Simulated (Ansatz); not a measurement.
Coupled-cluster diagnostics for the cluster ReS2, Ansatz.

Geometry of the doublet (PBE0-D4/def2-TZVP):

```xyz
3

Re   -0.128   -0.574    0.417
S    -0.333   -0.667   -1.643
S     0.461    1.241    1.226
```

In the def2 sets Re takes a core potential; there is no spin–orbit coupling. Correlated methods freeze 10 core orbitals; core or outer-core shells of Re are correlated, in sets that lack core-valence functions. The structure comes from a short search, and lower isomers may exist.

Geometry of the charge 0 quartet (PBE0-D4/def2-TZVP):

```xyz
3

Re    0.076    0.060    0.588
S    -1.610    1.039   -0.200
S     1.534   -1.098   -0.388
```

(1) Estimate the CCSD(T) correlation energy, the shares of MP2 and (T), T1 and the reference's ⟨S²⟩ for: charge 0, doublet, own geometry in def2-TZVPP; charge 0, doublet, own geometry in def2-TZVPD; charge 0, quartet, own geometry in def2-TZVPP; charge 1, singlet, vertical in def2-TZVPP; charge -1, singlet, vertical in def2-TZVPD; and the rough time on 2 threads of AMD EPYC 9R14 on a shared host.

## Answers

(1) 
```json
{"state": "charge 0, doublet, own geometry", "basis": "def2-TZVPP", "correlation (eV)": "-23.668", "MP2 share (%)": "93.8", "(T) share (%)": "6.5", "T1": "0.073", "⟨S²⟩ (pure)": "2.07 (0.75)", "wall time": "38 s", "remarks": "flagged by the program, large T1, spin-contaminated"}
{"state": "charge 0, doublet, own geometry", "basis": "def2-TZVPD", "correlation (eV)": "-21.005", "MP2 share (%)": "93.3", "(T) share (%)": "6.5", "T1": "0.071", "⟨S²⟩ (pure)": "2.08 (0.75)", "wall time": "33 s", "remarks": "flagged by the program, large T1, spin-contaminated"}
{"state": "charge 0, quartet, own geometry", "basis": "def2-TZVPP", "correlation (eV)": "-22.857", "MP2 share (%)": "91.9", "(T) share (%)": "6.3", "T1": "0.066", "⟨S²⟩ (pure)": "4.44 (3.75)", "wall time": "30 s", "remarks": "large T1, spin-contaminated"}
{"state": "charge 1, singlet, vertical", "basis": "def2-TZVPP", "correlation (eV)": "-24.703", "MP2 share (%)": "98.6", "(T) share (%)": "7.5", "T1": "0.065", "⟨S²⟩ (pure)": "0.00 (0.00)", "wall time": "35 s", "remarks": "large T1, restricted SCF unstable"}
{"state": "charge -1, singlet, vertical", "basis": "def2-TZVPD", "correlation (eV)": "-22.021", "MP2 share (%)": "96.1", "(T) share (%)": "6.6", "T1": "0.037", "⟨S²⟩ (pure)": "0.00 (0.00)", "wall time": "42 s", "remarks": "restricted SCF unstable"}
```
Customary marks for T1 are 0.02 (closed shells), 0.045 (open shells) and about 0.05 (3d metals). T1 exceeds 0.02 in 5 of 5 rows and 0.045 in 4; the higher it lies, the less the single-reference result can be trusted.
